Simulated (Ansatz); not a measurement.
The cluster AgGe₅⁺. Total charge 1; singlet. Geometry PBE-D4/def2-SVP, basis def2-TZVP, Ansatz.

Cartesian coordinates in Å:
```
Ag -0.103 2.161 -0.484
Ge -1.382 -0.625 -0.765
Ge -0.995 0.636 1.441
Ge 0.108 -2.121 0.479
Ge 0.955 0.048 -1.599
Ge 1.417 -0.099 0.928
```

| run | HOMO (eV) | LUMO (eV) |
| --- | --- | --- |
| A | -10.78 | -7.55 |
| B | -9.84 | -7.99 |
| C | -10.27 | -8.20 |
| D | -10.06 | -8.00 |
| E | -10.06 | -8.15 |

In the def2 sets Ag takes a core potential; there is no spin–orbit coupling. No other spin state of charge 1 was run. The structure comes from a short search, and lower isomers may exist.

Task: The runs used B97M-V, BLYP, PBE, PBE0, r2SCAN. Estimate which is which.

Result: A PBE0 (25 % exact exchange); B BLYP (0 % exact exchange); C r2SCAN (0 % exact exchange); D B97M-V (0 % exact exchange); E PBE (0 % exact exchange). Exact exchange lowers occupied and raises empty levels; among semilocal functionals meta-GGAs tend to open the gap a little, and such runs are hard to tell apart. The gap grows from 1.85 eV (BLYP) to 3.23 eV (PBE0). The restricted singlet is unstable towards broken spin symmetry in Hartree–Fock (as tested in another run); at PBE0-D4/def2-TZVP, BLYP-D4/def2-TZVP, r2SCAN-D4/def2-TZVP, B97M-V/def2-TZVP this wasn't settled.
